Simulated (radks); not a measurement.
Values are calculated unless marked as measured or tabulated.
Species: the rhodium ion Rh+. Configuration: [Kr] 4d8 (the NIST ground configuration). Level of theory: Dirac Kohn-Sham, exchange-only PBE, spin-unpolarised, spherical densities, finite nucleus; open shells fill j = l - 1/2 first; Fermi nuclear charge, rms radius 4.4945 fm (a radial shooting solver on a logarithmic mesh with Libxc functionals).

Unscreened Slater integrals over Kohn-Sham orbitals (cm^-1). Large and small components are both included. Empty in this configuration: 5s1/2.

| integral | value |
|---|---|
| F0(4d5/2,4d5/2) | 127740 |
| F2(4d5/2,4d5/2) | 61946 |
| F4(4d5/2,4d5/2) | 39913 |
| F0(4d5/2,4d3/2) | 128680 |
| F2(4d5/2,4d3/2) | 62441 |
| G2(4d5/2,4d3/2) | 62415 |
| G4(4d5/2,4d3/2) | 40233 |
| F0(4d5/2,4p3/2) | 148350 |
| F2(4d5/2,4p3/2) | 70679 |
| G1(4d5/2,4p3/2) | 87819 |
| G3(4d5/2,4p3/2) | 53218 |
| F0(4d5/2,4p1/2) | 149790 |
| G3(4d5/2,4p1/2) | 52542 |
| F0(4d5/2,5s1/2) | 78960 |
| G2(4d5/2,5s1/2) | 15395 |
| F0(4d3/2,4d3/2) | 129650 |
| F2(4d3/2,4d3/2) | 62958 |
| F0(4d3/2,4p3/2) | 149770 |
| F2(4d3/2,4p3/2) | 71738 |
| G1(4d3/2,4p3/2) | 89452 |
| G3(4d3/2,4p3/2) | 54236 |
| F0(4d3/2,4p1/2) | 151250 |
| G1(4d3/2,4p1/2) | 88490 |
| F0(4d3/2,5s1/2) | 79159 |
| G2(4d3/2,5s1/2) | 14916 |
| F0(4p3/2,4p3/2) | 180910 |
| F2(4p3/2,4p3/2) | 94645 |
| F0(4p3/2,4p1/2) | 183500 |
| G2(4p3/2,4p1/2) | 95774 |
| F0(4p3/2,5s1/2) | 82610 |
| G1(4p3/2,5s1/2) | 4866.3 |
| F0(4p1/2,4p1/2) | 186240 |
| F0(4p1/2,5s1/2) | 82818 |
| G1(4p1/2,5s1/2) | 4582.9 |
| F0(5s1/2,5s1/2) | 65045 |
